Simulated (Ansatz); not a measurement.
Relaxation of CH$_{4}$BClS (8 atoms, charge 0, multiplicity 1), to a largest force component of 0.02 eV/Å in at most 50 steps.

These are results of RKS LDA/6-31G* (Ansatz), not measurements.

```xyz
8
Properties=species:S:1:pos:R:3:forces:R:3
S -0.490 1.783 -0.956 -1.45 -0.05 -0.52
B -0.032 0.595 0.361 0.01 -0.92 -0.50
C 0.457 -0.843 -0.067 2.62 1.80 1.21
Cl 0.969 -1.781 1.395 -0.21 -0.17 -0.27
H -1.866 1.359 -0.971 1.45 0.38 0.12
H -0.102 0.925 1.498 0.07 0.10 0.49
H -0.276 -1.369 -0.620 -1.02 -1.00 -1.01
H 1.432 -0.726 -0.695 -1.47 -0.13 0.49
```

Task: Where does it end, and by what steps?

Result: It converged. The force dipped under the threshold on the way, but the program's further checks kept it going. After 23 steps the energy has fallen by 1.042 eV; H5 moved furthest, 1.43 Å.

```
step  energy less start (eV)  largest force component (eV/Å)  accepted
   0                  0.0000                           2.624       yes
   1                 -0.1934                           0.665       yes
   2                 -0.2233                           0.343       yes
   3                 -0.2894                           0.315       yes
   4                 -0.4205                           0.561       yes
   5                 -0.5976                           0.700       yes
   6                 -0.7799                           0.861       yes
   7                 -0.9113                           0.663       yes
   8                 -0.9930                           0.370       yes
   9                 -1.0148                           0.257       yes
  10                 -1.0233                           0.279       yes
  11                 -1.0287                           0.119       yes
  12                 -1.0309                           0.093       yes
  13                 -1.0334                           0.150       yes
  14                 -1.0348                           0.093       yes
  15                 -1.0364                           0.064       yes
  16                 -1.0374                           0.084       yes
  17                 -1.0386                           0.103       yes
  18                 -1.0393                           0.136       yes
  19                 -1.0404                           0.105       yes
  20                 -1.0413                           0.013       yes
  21                 -1.0419                           0.019       yes
  22                 -1.0416                           0.060        no
  23                 -1.0421                           0.009       yes
```

```xyz
8
Properties=species:S:1:pos:R:3
S -0.285 1.650 -0.973
B -0.426 0.270 0.133
C 0.502 -0.965 -0.112
Cl 1.575 -0.934 1.336
H -1.194 2.481 -0.388
H -1.193 0.292 1.060
H -0.035 -1.930 -0.105
H 1.148 -0.920 -1.006
```

Whether the end is a true minimum wasn't checked by a vibrational analysis.

The run took 14 s on 1 thread of AMD EPYC 9R45 96-Core Processor (Zen 5), on a shared host, peak memory 0.16 GiB.
